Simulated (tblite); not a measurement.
Compound: C₄H₉ClSSi.
Cartesian coordinates in Å at the GFN2-xTB level; atoms count from 1:
```xyz
16
C4H9ClSSi angstrom
C     -3.0399   -0.5791    0.5685
C     -1.9841    0.2084    0.6507
C     -1.2414    0.7471   -0.5246
Si     0.4631   -0.0773   -0.6923
Cl     1.4496    0.6453   -2.3111
S      1.5564    0.3773    1.1011
C      3.2327   -0.1426    0.6171
H     -3.5413   -0.9538    1.4439
H     -3.4523   -0.8761   -0.3824
H     -1.5820    0.4902    1.6143
H     -1.1100    1.8253   -0.4066
H     -1.8140    0.5804   -1.4373
H      0.3875   -1.5262   -0.8457
H      3.5167    0.3594   -0.3018
H      3.8952    0.1504    1.4243
H      3.2562   -1.2197    0.4878
```

Computed values, GFN2-xTB/tblite, gas phase, harmonic and unscaled. Errors from tens to a few hundred cm⁻¹ against measured bands are possible. Modes of hydrogen on silicon can be 10 to 20 % off. One conformer, not necessarily the lowest.

Harmonic wavenumbers (cm⁻¹): 32.7, 43.2, 71.8, 103.0, 117.3, 122.0, 191.2, 202.5, 254.1, 403.3, 455.0, 530.9, 596.4, 629.7, 648.0, 725.1, 775.1, 800.7, 888.8, 949.4, 954.0, 959.9, 1022.3, 1054.3, 1173.9, 1217.0, 1294.9, 1321.0, 1411.0, 1449.7, 1450.1, 1455.8, 1714.2, 2274.6, 2957.6, 2989.9, 3036.6, 3044.4, 3063.6, 3066.9, 3096.5, 3129.6.

A = 1866, B = 954.6, C = 674.9 MHz; mass 151.988 u (most abundant isotopes); point group C1, symmetry number 1.

Question: What is the zero-point energy?

Answer: ½Σν̃ = 25839 cm⁻¹ = 309.10 kJ/mol.

Question: Give the ideal-gas entropy at 350 K and 1 bar in the rigid-rotor, harmonic-oscillator model (classical rotation).

Answer: Translation 174.84, rotation 127.40, vibration 170.36: S = 472.6 J/(mol K).

Question: And Cp and H(350 K) − H(0)?

Answer: Cp = 175.03 J/(mol K), of which vibrations give 141.77 (their classical limit is 42 R = 349.2); H(350 K) − H(0) = 39.72 kJ/mol without the zero-point energy, 28.08 from vibrations.

Question: What must be added to the electronic energy to get the Gibbs energy at 350 K and 1 bar?

Answer: ZPE + [H(350 K) − H(0)] − T·S = 309.10 + 39.72 − 165.41 = 183.41 kJ/mol.

Question: How do the functions run with temperature in this model?

Answer: 
```json
{"T (K)": "50", "S (J/(mol K))": "261.9", "Cp (J/(mol K))": "67.3", "H − H(0) (kJ/mol)": "2.43", "G − H(0) (kJ/mol)": "-10.67", "ln q(vib)": "1.10"}
{"T (K)": "100", "S (J/(mol K))": "316.6", "Cp (J/(mol K))": "90.9", "H − H(0) (kJ/mol)": "6.44", "G − H(0) (kJ/mol)": "-25.22", "ln q(vib)": "3.00"}
{"T (K)": "298.15", "S (J/(mol K))": "445.9", "Cp (J/(mol K))": "158.1", "H − H(0) (kJ/mol)": "31.07", "G − H(0) (kJ/mol)": "-101.88", "ln q(vib)": "9.39"}
{"T (K)": "373.15", "S (J/(mol K))": "484.0", "Cp (J/(mol K))": "182.2", "H − H(0) (kJ/mol)": "43.85", "G − H(0) (kJ/mol)": "-136.77", "ln q(vib)": "11.48"}
{"T (K)": "500", "S (J/(mol K))": "542.3", "Cp (J/(mol K))": "216.2", "H − H(0) (kJ/mol)": "69.21", "G − H(0) (kJ/mol)": "-201.94", "ln q(vib)": "14.80"}
{"T (K)": "750", "S (J/(mol K))": "639.6", "Cp (J/(mol K))": "263.2", "H − H(0) (kJ/mol)": "129.58", "G − H(0) (kJ/mol)": "-350.10", "ln q(vib)": "20.74"}
{"T (K)": "1000", "S (J/(mol K))": "719.8", "Cp (J/(mol K))": "294.4", "H − H(0) (kJ/mol)": "199.52", "G − H(0) (kJ/mol)": "-520.31", "ln q(vib)": "26.03"}
```

q(vib) and H(0) count from the zero-point level.

Question: Which modes carry the vibrational entropy at 350 K?

Answer: 32.7 cm⁻¹: 25.01; 43.2 cm⁻¹: 22.70; 71.8 cm⁻¹: 18.49; 103.0 cm⁻¹: 15.52; 117.3 cm⁻¹: 14.46; 122.0 cm⁻¹: 14.14 J/(mol K); the other 36 give 60.05 together.

Hindered rotation and anharmonicity are outside this model. Other conformers, if any are populated, would add a mixing term that is left out. The structure is chiral; the term R ln 2 for an equal mix with its mirror image is left out.
